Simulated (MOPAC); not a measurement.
A run for MOPAC: AM1 on CH5AlO (SMILES C[O][AlH2]), a point of a bond scan (R = 1.885 Å).

```
AM1 1SCF PRECISE CHARGE=0 THREADS=1
CH5AlO

Al    -0.48447785 1     0.89780616 1     0.62601054 1
H     -0.44631259 1     1.28169178 1     2.47143269 1
H     -1.22107104 1     1.77313262 1    -0.46313067 1
O      0.33969018 1    -0.49209283 1     0.13373798 1
C      0.56151194 1    -1.13056905 1    -1.10068500 1
H      0.08822596 1    -0.60052820 1    -1.93547360 1
H      1.63509344 1    -1.19352194 1    -1.29911414 1
H      0.16204404 1    -2.14811651 1    -1.07007472 1
```

Output:

```
*******************************************************************************
 **                                                                           **
 **                              MOPAC v23.2.5                                **
 **                                                                           **
 *******************************************************************************
 ** MOPAC's Digital Object Identifier: https://doi.org/10.5281/zenodo.6511958 **
 **                                                                           **
 ** Please cite the open-source release paper for use of this MOPAC version:  **
 ** J. E. Moussa and J. J. P. Stewart (2026)                                  **
 ** MOPAC: An open-source semiempirical molecular orbital program             **
 ** J. Open Source Softw., 11(119), 8025, https://doi.org/10.21105/joss.08025 **
 *******************************************************************************

                              AM1 CALCULATION RESULTS

 *******************************************************************************
 *  AM1        - The AM1 Hamiltonian to be used
 *
 *
 *
 *                 CHARGE ON SYSTEM = 0
 *
 *
 *
 *  PRECISE    - TIGHTER CRITERIA TO BE USED
 *  1SCF       - DO 1 SCF AND THEN STOP
 *  THREADS=1  - MULTI-THREADING NOT USED
 *  T=         - A TIME OF 172800.0 SECONDS REQUESTED
 *  DUMP=N     - RESTART FILE WRITTEN EVERY 7200.0 SECONDS REQUESTED
 *******************************************************************************
AM1 1SCF PRECISE CHARGE=0 THREADS=1
 CH5AlO

   ATOM   CHEMICAL          X               Y               Z
  NUMBER   SYMBOL      (ANGSTROMS)     (ANGSTROMS)     (ANGSTROMS)

     1      Al         -0.48447785  *   0.89780616  *   0.62601054  *
     2       H         -0.44631259  *   1.28169178  *   2.47143269  *
     3       H         -1.22107104  *   1.77313262  *  -0.46313067  *
     4       O          0.33969018  *  -0.49209283  *   0.13373798  *
     5       C          0.56151194  *  -1.13056905  *  -1.10068500  *
     6       H          0.08822596  *  -0.60052820  *  -1.93547360  *
     7       H          1.63509344  *  -1.19352194  *  -1.29911414  *
     8       H          0.16204404  *  -2.14811651  *  -1.07007472  *



          CARTESIAN COORDINATES

    NO.       ATOM           X           Y           Z

     1        Al         -0.4845      0.8978      0.6260
     2         H         -0.4463      1.2817      2.4714
     3         H         -1.2211      1.7731     -0.4631
     4         O          0.3397     -0.4921      0.1337
     5         C          0.5615     -1.1306     -1.1007
     6         H          0.0882     -0.6005     -1.9355
     7         H          1.6351     -1.1935     -1.2991
     8         H          0.1620     -2.1481     -1.0701

  H: (AM1): M.J.S. DEWAR ET AL, J. AM. CHEM. SOC. 107 3902-3909 (1985)
  C: (AM1): M.J.S. DEWAR ET AL, J. AM. CHEM. SOC. 107 3902-3909 (1985)
  O: (AM1): M.J.S. DEWAR ET AL, J. AM. CHEM. SOC. 107 3902-3909 (1985)
 Al: (AM1): M. J. S. Dewar, A. J. Holder, Organometallics, 9, 508-511 (1990).

           Empirical Formula: C H5 O Al  =     8 atoms



      MOLECULAR POINT GROUP   :   Cs


      RHF CALCULATION, NO. OF DOUBLY OCCUPIED LEVELS = 9


 -------------------------------------------------------------------------------
 AM1 1SCF PRECISE CHARGE=0 THREADS=1
 CH5AlO



     1SCF WAS SPECIFIED, SO BFGS WAS NOT USED
     SCF FIELD WAS ACHIEVED


                              AM1 CALCULATION
                                                       MOPAC v23.2.5 Linux




          FINAL HEAT OF FORMATION =        -25.37497 KCAL/MOL =    -106.16887 KJ/MOL


          COSMO AREA              =        107.61 SQUARE ANGSTROMS
          COSMO VOLUME            =         92.72 CUBIC ANGSTROMS

          IONIZATION POTENTIAL    =         10.047553 EV
          HOMO LUMO ENERGIES (EV) =        -10.048 -0.246
          NO. OF FILLED LEVELS    =          9
          MOLECULAR WEIGHT        =         60.0314         POINT GROUP:  Cs

          MOLECULAR DIMENSIONS (Angstroms)

            Atom       Atom       Distance
            H     8    H     2     4.96749
            H     3    H     7     2.94836
            H     2    H     7     1.51943


          SCF CALCULATIONS        =          1





   ATOM   CHEMICAL          X               Y               Z
  NUMBER   SYMBOL      (ANGSTROMS)     (ANGSTROMS)     (ANGSTROMS)

     1      Al         -0.48447785  *   0.89780616  *   0.62601054  *
     2       H         -0.44631259  *   1.28169178  *   2.47143269  *
     3       H         -1.22107104  *   1.77313262  *  -0.46313067  *
     4       O          0.33969018  *  -0.49209283  *   0.13373798  *
     5       C          0.56151194  *  -1.13056905  *  -1.10068500  *
     6       H          0.08822596  *  -0.60052820  *  -1.93547360  *
     7       H          1.63509344  *  -1.19352194  *  -1.29911414  *
     8       H          0.16204404  *  -2.14811651  *  -1.07007472  *

                             CARTESIAN COORDINATES

   1   Al       -0.484477850     0.897806160     0.626010540
   2    H       -0.446312590     1.281691780     2.471432690
   3    H       -1.221071040     1.773132620    -0.463130670
   4    O        0.339690180    -0.492092830     0.133737980
   5    C        0.561511940    -1.130569050    -1.100685000
   6    H        0.088225960    -0.600528200    -1.935473600
   7    H        1.635093440    -1.193521940    -1.299114140
   8    H        0.162044040    -2.148116510    -1.070074720


           Empirical Formula: C H5 O Al  =     8 atoms



      MOLECULAR POINT GROUP   :   Cs


                  EIGENVALUES
 -37.09722 -27.17770 -17.29300 -15.64476 -15.48183 -12.97468 -11.26964 -11.12268
 -10.04755  -0.24565   0.38708   1.82956   2.56564   4.32294   4.44827   4.71769
   5.90001


              NET ATOMIC CHARGES AND DIPOLE CONTRIBUTIONS

  ATOM NO.   TYPE          CHARGE      No. of ELECS.   s-Pop       p-Pop
    1         Al           0.367534        2.6325     1.09782     1.53464
    2          H          -0.018590        1.0186     1.01859
    3          H          -0.082923        1.0829     1.08292
    4          O          -0.445033        6.4450     1.82186     4.62317
    5          C           0.003320        3.9967     1.21827     2.77841
    6          H           0.039970        0.9600     0.96003
    7          H           0.067861        0.9321     0.93214
    8          H           0.067861        0.9321     0.93214
 DIPOLE           X         Y         Z       TOTAL
 POINT-CHG.    -0.444     0.594    -0.378     0.832
 HYBRID         0.408    -0.820    -0.796     1.214
 SUM           -0.036    -0.227    -1.174     1.197


          ATOMIC ORBITAL ELECTRON POPULATIONS

     Atom    s        px        py        pz
    1 Al   1.09782   0.32850   0.44411   0.76203
    2  H   1.01859
    3  H   1.08292
    4  O   1.82186   1.71068   1.55241   1.36009
    5  C   1.21827   0.99635   0.95327   0.82878
    6  H   0.96003
    7  H   0.93214
    8  H   0.93214

 **********************
 *                    *
 * JOB ENDED NORMALLY *
 *                    *
 **********************




 == MOPAC DONE ==
```

The run finished.

Cost: around 0.03 core-seconds (rough).
